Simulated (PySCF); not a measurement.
disilazane anion (H₇NSi₂), SMILES [SiH3]N[SiH3] (connectivity only; charge and spin as stated), charge -1, multiplicity 2.

Coordinates come from a PBE0-D3(BJ)/def2-SVPD optimisation. The multiplicity is an assumed one; other spin states were not compared.

Level of theory: PBE/def2-TZVPD (PySCF).

The molecule is in vacuum. A positive occupied level means that this level leaves the electron formally unbound; only the finite basis holds it.

Computed frontier levels, dipole moment and polarisability:
```json
{
 "α spin, highest occupied and lowest empty level": "1.76 and 3.01 eV",
 "β spin, highest occupied and lowest empty level": "-1.11 and 2.71 eV",
 "dipole_moment_about_the_centre_of_nuclear_charge": "4.02 D",
 "mean_static_polarisability": "145.9 bohr³ (21.62 Å³)",
 "polarisability_principal_values": "95.2, 130.3, 212.3 bohr³",
 "⟨S²⟩": "0.753 (pure state 0.75)"
}
```
